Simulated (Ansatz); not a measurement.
A made-up structure of ZnBNH4, singlet:

```xyz
7
angstrom
B -1.1250 0.3437 -0.6032
N 0.0671 0.5775 0.3742
Zn 1.5270 -0.8591 0.5966
H -1.1802 -0.8150 -1.2979
H -2.0906 1.2679 -0.7650
H 0.0878 1.5547 0.9417
H 2.7141 -2.0697 0.7535
```

It is relaxed with PBE-D4/def2-SVP and then PBE0-D4/def2-TZVP (Ansatz 0.2.0). Atoms count as bonded within 1.22 times the sum of their covalent radii (H–H: 0.88 Å). The end point is not checked to be a true minimum.

(1) Does its bonding change? (Judge from chemistry; the calculation decides.)

## Answers

(1) Computed: No: no bond forms or breaks.

Where it ends: The first stage lowers the energy by 1.35 eV in 7 steps. It ends as ZnBNH₄ ([BH2][NH][ZnH]):
```
7
angstrom
B -1.0045 0.3073 -0.5389
N 0.0603 0.5153 0.3336
Zn 1.3640 -0.7668 0.5329
H -1.0549 -0.7273 -1.1590
H -1.8666 1.1327 -0.6825
H 0.0784 1.3874 0.8410
H 2.4234 -1.8485 0.6728
```

Labels in which every atom is bracketed show which atoms are joined, not bond orders.

For scale, one of the runs: PBE0-D4/def2-TZVP relaxation, 134 basis functions, launched by `ansatz run in.yaml --threads 2 --pin off --events-out ev --progress --plain --max-ram 4352MiB`. The run took about 24 s on 2 CPU threads of an Arm Neoverse V1 (shared host).
